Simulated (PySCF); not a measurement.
## Which functional comes closest?

Molecule: SMILES C=COC(=O)C=C, C5H6O2.

Molfile (atoms numbered from 1):
```
C5H6O2
     RDKit          3D

 13 12  0  0  0  0  0  0  0  0999 V2000
   -3.0144   -0.3168    0.3368 C   0  0  0  0  0  0  0  0  0  0  0  0
   -1.8402    0.2970    0.2276 C   0  0  0  0  0  0  0  0  0  0  0  0
   -0.6765   -0.4191    0.2758 O   0  0  0  0  0  0  0  0  0  0  0  0
    0.4969    0.2476    0.1416 C   0  0  0  0  0  0  0  0  0  0  0  0
    0.5752    1.4375   -0.0076 O   0  0  0  0  0  0  0  0  0  0  0  0
    1.6306   -0.6987    0.2050 C   0  0  0  0  0  0  0  0  0  0  0  0
    2.8852   -0.2553    0.1034 C   0  0  0  0  0  0  0  0  0  0  0  0
   -3.0802   -1.3991    0.4668 H   0  0  0  0  0  0  0  0  0  0  0  0
   -3.9335    0.2681    0.2955 H   0  0  0  0  0  0  0  0  0  0  0  0
   -1.7031    1.3728    0.0948 H   0  0  0  0  0  0  0  0  0  0  0  0
    1.3866   -1.7555    0.3364 H   0  0  0  0  0  0  0  0  0  0  0  0
    3.0761    0.8140   -0.0272 H   0  0  0  0  0  0  0  0  0  0  0  0
    3.7387   -0.9355    0.1467 H   0  0  0  0  0  0  0  0  0  0  0  0
  1  2  2  0
  2  3  1  0
  3  4  1  0
  4  5  2  0
  4  6  1  0
  6  7  2  0
  1  8  1  0
  1  9  1  0
  2 10  1  0
  6 11  1  0
  7 12  1  0
  7 13  1  0
M  END
```

Geometry PBE0-D3(BJ)/def2-SVP throughout; GIAO in PySCF, gas phase, one conformer, non-relativistic; equivalent atoms averaged; basis pcSseg-1.

Reference values (measured; solution, not stated per compound (mostly CDCl3 or CCl4); Pretsch, Buehlmann, Badertscher, Structure Determination of Organic Compounds, 4th ed. (2009)): δ(H10) = 7.39 ppm, δ(H9) = 4.62 ppm, δ(H8) = 4.96 ppm. Computed shifts are taken against TMS, calculated as an isolated molecule at each level.

Q: How do the functionals HF, LDA, PBE, B97-D, PBE0, mPW1PW91, WP04, BHandHLYP, wB97X-D perform against the reference? Times are CPU seconds on shared hosts with different chips, so compare them loosely; the GGAs took longer than the global hybrids here, which isn't the general rule, and the cause wasn't traced.

A: 
```
functional                    kind   H10    H9    H8  mean abs. error H  core-s
        HF            Hartree–Fock  7.80  4.75  5.20               0.26     9.8
       LDA                     LDA  7.90  4.88  5.23               0.35      17
       PBE                     GGA  7.83  4.71  5.09               0.22      31
     B97-D                     GGA  7.79  4.61  5.01               0.15      22
      PBE0           global hybrid  7.81  4.78  5.16               0.26     9.8
  mPW1PW91           global hybrid  7.80  4.77  5.14               0.25      14
      WP04           global hybrid  7.56  4.59  4.92               0.08      14
 BHandHLYP           global hybrid  7.76  4.72  5.13               0.21      14
   wB97X-D  range-separated hybrid  7.79  4.76  5.16               0.25      18
```

For ¹H the closest is WP04 (0.08 ppm) and the furthest LDA (0.35 ppm). One molecule is a small sample, and vibrational and solvent effects are absent from the calculation.
